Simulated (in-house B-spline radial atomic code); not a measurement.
**Ionising Cd with different functionals**

Computed with a radial B-spline atomic code at the basis-set limit: four-component Dirac-Coulomb Hamiltonian, Fermi nucleus of rms radius 4.6087 fm, spin-restricted, spherical fractional occupations for the functionals, and exact exchange of hybrids averaged over the configuration. The ionisation energy is the difference of two self-consistent energies, [Kr] 4d10 5s2 → [Kr] 4d10 5s1, without Breit or QED terms; ε is the level of the shell that loses the electron (mean over j).

```tsv
method	rung	ΔSCF (eV)	-ε(5s) (eV)
PBE0	global hybrid	8.93	6.35
BHandHLYP	global hybrid	?	?
B3LYP	global hybrid	?	?
LC-wPBE	range-separated hybrid	8.66	8.49
```

What does BHandHLYP give?

ΔSCF 8.67 eV, and -ε(5s) = 7.03 eV.

What does B3LYP give?

ΔSCF 9.20 eV, and -ε(5s) = 6.36 eV.

Among the functionals, which spreads more, the ΔSCF values or the orbital energies?

The orbital energies: ΔSCF values span about 0.54 eV and the orbital energies 2.14 eV.

How do they compare with the NIST value?

NIST lists 8.994 eV (measured, ground level to ground level). Errors run from -0.33 to +0.21 eV; PBE0 is closest (-0.06 eV), but part of that can be cancellation, since the calculations leave out Breit-QED terms, spin polarisation.
